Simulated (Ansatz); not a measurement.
Cost and result for the atomization energy of H4OSiSn, SMILES `[O]1[SiH2][SnH2]1` (7 atoms, 7 bonds).

Charge 0, multiplicity 1. Correlated methods include outer-core shells of Sn, which these sets cover unevenly. Sn: def2 effective core potential. All single points use the PBE0-D4/def2-TZVP geometry. Program: Ansatz. All runs use 2 threads of an AMD EPYC on a shared host. Times are those of one run each, without the atoms' runs, and a repeat can differ threefold. Electronic energies, without spin–orbit coupling; frozen cores. CCSD(T)/CBS adds CCSD(T) − MP2 in def2-TZVPP to the MP2 limit, and its time is that of the two runs behind it. T1 = 0.017. With those shells the extrapolation isn't a true limit. B3LYP takes the VWN-RPA correlation (the form of Gaussian; ORCA's B3LYP/G). HSE06 is the plane-wave form, built on full-range PBE exchange.

CCSD(T)/CBS is a level of theory with its own doubt, some kJ/mol a heavy atom from the limit and from the frozen cores, so smaller differences don't rank the functionals.

| level | functions | wall time |
| --- | --- | --- |
| LDA (SPW92)/def2-TZVPP | 179 | 3.9 s |
| PBE0-D4/def2-TZVPP | 179 | 9.5 s |
| CCSD(T)/def2-SVP | 78 | 11 s |
| HSE06-D4/def2-TZVPP | 179 | 12 s |
| B3LYP-D4/def2-TZVPP (with forces) | 179 | 13 s |
| r2SCANh-D4/def2-TZVPP | 179 | 13 s |
| PBE-QIDH/def2-TZVPP | 179 | 19 s |
| B2PLYP/def2-TZVPP | 179 | 19 s |
| ωB97X-V/def2-TZVPP | 179 | 23 s |
| ωB97M-V/def2-TZVPP (with forces) | 179 | 31 s |
| MP2/def2-QZVPP | 329 | 45 s |
| CCSD(T)/def2-TZVPP | 179 | 2.3 min |
| CCSD(T)/CBS(def2) | – | 3.1 min |

Q: What atomization energy does each give, and how far from CCSD(T)/CBS? (An estimate is asked.)

A: Ansatz gave: 
```
                            level  atomization (kJ/mol)  difference from CCSD(T)/CBS  per bond
           LDA (SPW92)/def2-TZVPP                2256.8                        270.4      38.6
               PBE0-D4/def2-TZVPP                1922.9                        -63.5      -9.1
                 CCSD(T)/def2-SVP                1770.2                       -216.2     -30.9
              HSE06-D4/def2-TZVPP                1923.5                        -62.9      -9.0
B3LYP-D4/def2-TZVPP (with forces)                1948.7                        -37.7      -5.4
            r2SCANh-D4/def2-TZVPP                1949.2                        -37.2      -5.3
              PBE-QIDH/def2-TZVPP                1918.3                        -68.1      -9.7
                B2PLYP/def2-TZVPP                1928.1                        -58.3      -8.3
               ωB97X-V/def2-TZVPP                1980.1                         -6.3      -0.9
 ωB97M-V/def2-TZVPP (with forces)                1958.3                        -28.1      -4.0
                   MP2/def2-QZVPP                1961.9                        -24.5      -3.5
               CCSD(T)/def2-TZVPP                1913.9                        -72.5     -10.4
                CCSD(T)/CBS(def2)                1986.4                          0.0       0.0
```

The D4 term adds +23.0 kJ/mol with B3LYP and +11.9 kJ/mol with PBE0; it sums over pairs of atoms, weighted by their polarisabilities, and B3LYP, whose exchange is more repulsive, gets the larger term. From r2SCAN to r2SCAN0 (25 % exact exchange), in def2-TZVPP and without D4, the atomization energy moves by −50.0 kJ/mol: exact exchange takes away binding that semilocal exchange gives to molecules. At CCSD(T), def2-SVP lies −216.3 kJ/mol from the extrapolated value and def2-TZVPP −72.5 kJ/mol: correlation converges slowly with the basis, and small sets miss more of it in the bonded molecule than in its fragments.

Spin–orbit coupling would lower the free Sn atoms strongly, and the atomization energy with them, by more than many differences here. For some Ge, Se and Sn compounds the MP2-based and the directly extrapolated limit differ by 10 to 25 kJ/mol.
